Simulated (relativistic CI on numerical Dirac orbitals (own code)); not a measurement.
Nb2+: L2,3 absorption edge

Computed with this model: Dirac-Coulomb-Breit CI, KLI orbitals optimised for each configuration, QED by a radiative potential, multiplet model of core-to-valence dipole absorption, unscaled Slater integrals; configurations [Kr] 4d3 → [He] 2s2 2p5 3s2 3p6 3d10 4s2 4p6 4d4; 300 K; Lorentzian 1.6 eV and Gaussian 0.5 eV FWHM. Energies are those of the free ion, without screening or charge transfer. The branching ratio is the share of the lower-energy edge in the whole absorption, uncertain by about 0.02 where the edges overlap. S is read from ⟨S²⟩ = S(S + 1).

Field parameters in Wybourne normalisation: D4h B²₀ = −7Ds, B⁴₀ = 21(Dq − Dt), B⁴₄ = 21√(5/14) Dq. The field is a parameter set, without covalency.

free ion: ground-state S = 1.50, centroid 2393.30 eV, branching ratio 0.777. Peaks (eV, height): 2372.5 (100), 2465.0 (12), 2467.0 (26).

D4h, 10Dq = 12150, Ds = -1500, Dt = 620 cm⁻¹: ground-state S = 1.50, centroid 2401.06 eV, branching ratio 0.696. Peaks (eV, height): 2372.5 (100), 2466.8 (37).

D4h, 10Dq = 12150, Ds = 1070, Dt = 620 cm⁻¹: ground-state S = 1.50, centroid 2401.04 eV, branching ratio 0.696. Peaks (eV, height): 2372.2 (100), 2466.5 (40).

D4h, 10Dq = 12150, Ds = 3000, Dt = 620 cm⁻¹: ground-state S = 1.50, centroid 2400.75 eV, branching ratio 0.699. Peaks (eV, height): 2372.2 (100), 2466.5 (43).

The statistical ratio of this edge is 2/3 = 0.667. Values above it arise where the holes sit mainly in the j = l + 1/2 valence subshell or the ground state has high spin; values below it where core-valence Coulomb terms move weight to the upper edge, as in nearly empty shells. At deep edges of heavy elements the radial integrals of the two core levels differ, which raises the baseline.

Strongest unbroadened transitions for D4h, 10Dq = 12150, Ds = 3000, Dt = 620 cm⁻¹:

```
Energy (eV)  Relative strength
    2370.31               44.5
    2370.48               43.0
    2371.80               23.0
    2372.20               22.4
    2372.21               29.3
    2372.32               89.8
    2372.34              100.0
    2372.41               22.5
    2372.43               24.8
    2372.47               21.5
    2372.60               19.8
    2464.52               24.5
    2464.55               29.5
    2466.35               20.1
    2466.44               29.9
    2466.53               23.9
    2466.56               29.7
    2466.74               24.3
```
